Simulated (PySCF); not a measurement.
Structure revision by computed shifts

A compound C₄H₁₁BO₂ gives the data below (simulated from a calculation) and was assigned the structure `CCB(OC)OC`.

13C{1H} NMR (computed): δ 27.9 (CH3, 3C), 17.6 (C).

1H NMR (600 MHz, computed): δ 3.84 (br s, 2H), 0.94 (s, 9H).

PySCF 2.14.0 with density-fitted response routines calculation with structure optimised with PBE0-D3(BJ)/def2-SVP, GIAO PBE0/pcSseg-1 shieldings and J couplings at B3LYP/pcJ-1 (spin–dipole term only in couplings to heteroatoms); relativity neglected, gas phase, one averaged value for each set of equivalent atoms, one computed conformer.

References, each an isolated molecule treated in the same way: TMS for 1H (σ = 31.27 ppm) and 13C (σ = 184.41 ppm).

(1) Compare with the shifts computed for the proposed structure, pairing carbons in order of shift.

(2) Which isomer fits?

Answers

(1) Mapped SMILES: `[CH3:1][CH2:2][B:3]([O:4][CH3:5])[O:6][CH3:7]` (H(Xn): hydrogen on atom n).

```tsv
atom	computed for proposal	given list	difference
C5	51.6	27.9	+23.7
C7	51.6	27.9	+23.7
C1	9.5	27.9	-18.4
C2	7.3	17.6	-10.3
```

The rms difference is 19.8 ppm and the largest +23.7 ppm at C5 (methyl carbon bonded to O). The proposal also would give 3 carbon signals, not 2. The carbon types in order of shift don't match either: CH3, CH3, CH3, CH2 for the proposal against CH3, CH3, CH3, C in the data. The proposal doesn't fit.

(2) `C(C)(C)(C)B(O)O`.

- δC 27.9: methyl carbon; a saturated carbon with 1 carbon neighbour and no heteroatom attached.
- δC 17.6: fully substituted sp3 carbon bonded to B.
- δH 3.84: hydrogen on an oxygen bonded to B; exchangeable; this is the value without hydrogen bonding to other molecules.
- δH 0.94: hydrogen on a methyl carbon.

Other isomers checked: CB(O)OC(C)C (rms 21.0 ppm).

This is the structure that produced the data.

The OH or NH signal is concentration- and solvent-dependent in practice; the value given is the gas-phase one. A carbon bonded to boron is broadened by the quadrupolar boron nucleus and is often missing from a measured spectrum. Shifts are as computed. Against solution values, carbons near 30 ppm lie about +2 ppm off and those near 130 ppm about +5 ppm. Of 1309 compounds with measured shifts, 239 miss one by over three times the rms of a fit or turn the order of signals round; such compounds aren't used in these exercises.
